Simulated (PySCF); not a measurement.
Cd(F)(SMe) (CH₃CdFS), SMILES C[S][Cd][F].

Coordinates come from a B3LYP-D3(BJ)/def2-SVP optimisation. The def2 effective core potentials stand for the cores of Cd; spin–orbit coupling is left out. One conformer was computed; it need not be the lowest.

These are PySCF 2.14.0 with TDA-ωB97X/def2-SVPD values and carry that method's errors.

Vertical excitations. Isolated molecule, no solvent. State labels are in the subgroup Cs.

```tsv
state	symmetry	energy (eV)	λ (nm)	f	main pairs
S1	A"	4.33	287	0.013	HOMO→LUMO 95 %
S2	A"	5.28	235	0.002	HOMO→LUMO+1 91 %
S3	A'	5.82	213	0.044	HOMO→LUMO+2 50 %, HOMO−1→LUMO 46 %
S4	A'	6.65	186	0.100	HOMO−1→LUMO+1 77 %
S5	A'	6.79	183	0.293	HOMO→LUMO+2 33 %, HOMO−1→LUMO 31 %, HOMO−2→LUMO 16 %, HOMO−1→LUMO+1 12 %
S6	A'	6.96	178	0.097	HOMO−2→LUMO 73 %
S7	A"	6.96	178	0.023	HOMO−3→LUMO 92 %
S8	A"	7.12	174	0.015	HOMO→LUMO+4 56 %, HOMO→LUMO+5 13 %, HOMO−1→LUMO+2 11 %
S9	A"	7.35	169	0.016	HOMO−1→LUMO+2 74 %
S10	A"	7.66	162	0.078	HOMO→LUMO+3 78 %
T1	A"	3.97	313	0	HOMO→LUMO 94 %
T2	A"	4.98	249	0	HOMO→LUMO+1 80 %
T3	A'	5.04	246	0	HOMO−1→LUMO 93 %
T4	A'	5.81	213	0	HOMO→LUMO+2 94 %
```
Triplets are in the Tamm–Dancoff approximation.
